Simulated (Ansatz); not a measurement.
```yaml
crystal:
  periodic: [false, false, false]
  atoms:
    - {symbol: C, position_ang: [-0.588180, -2.657108, 1.171199]}
    - {symbol: Al, position_ang: [0.380801, -0.719656, 0.048356]}
    - {symbol: C, position_ang: [2.188356, -0.925325, -1.585523]}
    - {symbol: O, position_ang: [0.528457, 1.144212, 1.334203]}
    - {symbol: O, position_ang: [-1.355551, 0.662119, -0.774713]}
    - {symbol: Si, position_ang: [-1.259667, 2.582771, 0.298781]}
    - {symbol: H, position_ang: [-1.128282, -3.547416, 0.281962]}
    - {symbol: H, position_ang: [0.353169, -3.348224, 1.885206]}
    - {symbol: H, position_ang: [-1.577474, -2.301248, 2.045993]}
    - {symbol: H, position_ang: [2.501818, 0.268045, -2.176846]}
    - {symbol: H, position_ang: [1.868754, -1.802231, -2.587243]}
    - {symbol: H, position_ang: [3.334932, -1.404853, -1.010414]}
    - {symbol: H, position_ang: [1.541718, 1.723851, 1.592833]}
    - {symbol: H, position_ang: [-2.225647, 0.550401, -1.589426]}
    - {symbol: H, position_ang: [-2.640883, 3.290755, -0.786825]}
    - {symbol: H, position_ang: [-2.039402, 2.680762, 1.974922]}
    - {symbol: H, position_ang: [0.093455, 3.802895, -0.072462]}
basis:
  gaussian: {orbitals: def2-mTZVPP}
hamiltonian: {xc: {name: r2SCANh}, dispersion: d3bj}
kpoints: {mp_grid: {grid: [2, 2, 2]}}
output: {forces: true}
```

```sh
$ ansatz run in.yaml --threads 4 --pin off --events-out ev --progress --plain --max-ram 11315MiB
```

It prints (some lines left out):

```
Error: invalid value for `basis.gaussian`: such a run doesn't read kpoints; remove what it names
```

(1) What is wrong with this run?

## Answers

(1) The input holds a key that doesn't belong there. The program refused the input.
